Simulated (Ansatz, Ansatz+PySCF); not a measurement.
```xyz
4

O     0.0000    0.0000   -0.2387
H     0.0000    0.0000    1.9095
N    30.0000    0.0000   -0.1963
H    30.0000    0.0000    1.3739
```

Basis set: 6-31G (spherical functions). Correlated methods keep 2 orbitals frozen. Charge 0, multiplicity 4.

Computed with Ansatz (development build ahead of 0.2.0); each method stands on the lowest determinant of its kind that the runs found.

Give the atomization energy at this shape (free ground-state atoms in the same class of orbitals less the molecule, no zero-point energy) of quartet H₂NO by UHF-CCSD(T), UHF-MP2, UHF.

| method | atomization energy |
| --- | --- |
| UHF-CCSD(T) | 1.38 eV |
| UHF-MP2 | 0.61 eV |
| UHF | 0.22 eV |

Caution: the shape is not the minimum; the unrestricted determinant is a mixture of spin states. Caution for UHF-CCSD(T), UHF-MP2: large amplitudes, a single reference is doubtful. Caution for UHF-MP2: forces differ strongly between restricted and unrestricted references.

This basis has no polarisation functions and is too small for such energies, which can lie far from measured ones in either direction.
